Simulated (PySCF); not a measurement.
# Electron correlation in Be (beryllium, neutral)

[He] 2s2, closed-shell 1S. Calculation: PySCF 2.14, in dyall-acv3z (15s9p4d2f, 76 functions); the non-relativistic Hamiltonian (point nucleus). Frozen: nothing; 4 electrons correlated; the 5 highest virtual orbitals of each spin left out.

```tsv
level	correlation energy (mhartree)
CCSD	-90.63
(T)	-0.48
CCSD(T)	-91.11
```

Diagnostics: T1 = 0.017, D1 = 0.0336, largest double amplitude 0.085.

Cost of the coupled-cluster step: of the order of 1.1 core-seconds, for 4 correlated electrons.

Iterations:

```
CC2 = 0
CCSD nocc = 2, nmo = 71
frozen orbitals [71, 72, 73, 74, 75]
max_cycle = 100
direct = 0
conv_tol = 1e-08
conv_tol_normt = 1e-06
diis_space = 8
diis_start_cycle = 0
Init t2, MP2 energy = -14.6444123986008  E_corr(MP2) -0.0713999183633127
Init E_corr(CCSD) = -0.0713999184189688
cycle = 1  E_corr(CCSD) = -0.0815541893277061  dE = -0.0101542709  norm(t1,t2) = 0.0568507
cycle = 2  E_corr(CCSD) = -0.0857539896685118  dE = -0.00419980034  norm(t1,t2) = 0.0319608
cycle = 3  E_corr(CCSD) = -0.0907144389429805  dE = -0.00496044927  norm(t1,t2) = 0.0183549
cycle = 4  E_corr(CCSD) = -0.0905748224151757  dE = 0.000139616528  norm(t1,t2) = 0.000952266
cycle = 5  E_corr(CCSD) = -0.0906357865719264  dE = -6.09641568e-05  norm(t1,t2) = 0.000230078
cycle = 6  E_corr(CCSD) = -0.0906294284082852  dE = 6.35816364e-06  norm(t1,t2) = 5.55991e-05
cycle = 7  E_corr(CCSD) = -0.0906259335269794  dE = 3.49488131e-06  norm(t1,t2) = 1.29401e-05
cycle = 8  E_corr(CCSD) = -0.0906265417364436  dE = -6.08209464e-07  norm(t1,t2) = 3.3177e-06
cycle = 9  E_corr(CCSD) = -0.0906264073965139  dE = 1.3433993e-07  norm(t1,t2) = 1.02414e-06
cycle = 10  E_corr(CCSD) = -0.0906263546599461  dE = 5.27365678e-08  norm(t1,t2) = 2.2441e-07
cycle = 11  E_corr(CCSD) = -0.0906263555225412  dE = -8.62595093e-10  norm(t1,t2) = 2.3414e-08
CCSD converged
E(CCSD) = -14.66363883576006  E_corr = -0.09062635552254118
CCSD(T) correction = -0.000483490598858771
```
